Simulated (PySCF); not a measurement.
An unknown gives this computed stick spectrum. Theory: PySCF 2.14.0, density-fitted response routines, TDDFT wB97X-D/def2-SVPD, vertical, gas phase, core orbitals frozen in the response. Geometries: GFN2-xTB, one conformer each.

```
state  E (eV)       f     main configurations (H = HOMO, L = LUMO)
   S1    5.74  0.0004                       H-1→L (54%), H→L (28%)
   S2    6.18  0.0006      H-3→L (28%), H-1→L+1 (23%), H→L+1 (18%)
   S3    6.34  0.0010  H-3→L+1 (53%), H-1→L+1 (13%), H-2→L+1 (11%)
   S4    7.13   0.031          H→L (46%), H-1→L (20%), H→L+1 (11%)
   S5    7.26   0.017       H→L+1 (34%), H-2→L+1 (34%), H-3→L (9%)
   S6    7.31  0.0023      H-2→L (45%), H→L+1 (14%), H-3→L+1 (10%)
   S7    7.51   0.012    H-2→L+1 (38%), H-2→L (20%), H-3→L+1 (19%)
   S8    8.07   0.019                   H→L+2 (66%), H-1→L+3 (10%)
```

Triplets computed (Tamm–Dancoff): 4.98, 5.34, 5.47 eV.

Orbital energies (eV): HOMO-3 -10.62, HOMO-2 -10.57, HOMO-1 -10.36, HOMO -9.91, LUMO 1.05, LUMO+1 1.31, LUMO+2 2.16.

**Question.** Which candidate is it? All have the formula C5H7FO2Si.
A. `FCC#C[SiH]1OCCO1`
B. `COC1=C[Si@@H](O)C=C1F`
C. `C[C@@]1(F)C=CO[SiH2]C1=O`

**Answer.** A. Its S1, at 5.74 eV, is the highest among the candidates; the nearest of the others has S1 at 4.23 eV. S1 is HOMO-1→LUMO (54%), HOMO→LUMO (28%). Löwdin shares by element: HOMO oxygen 44%, carbon 20% or more (atoms not listed hold the other 36%); LUMO carbon 59% or more, silicon 17% (atoms not listed hold the other 24%). At the same level the other candidates give, for their lowest levels:
- `COC1=C[Si@@H](O)C=C1F`: 4.23 eV (f 0.026); 5.77 eV (f 0.002); 6.32 eV (f 0.184); 6.46 eV (f 0.006); 6.83 eV (f 0.016); T1 2.80 eV; HOMO -8.43, LUMO 0.20 eV
- `C[C@@]1(F)C=CO[SiH2]C1=O`: 3.29 eV (f 0.002); 5.17 eV (f 0.040); 5.78 eV (f 0.005); 6.61 eV (f 0.008); 6.72 eV (f 0.115); T1 2.71 eV; HOMO -8.77, LUMO 0.11 eV
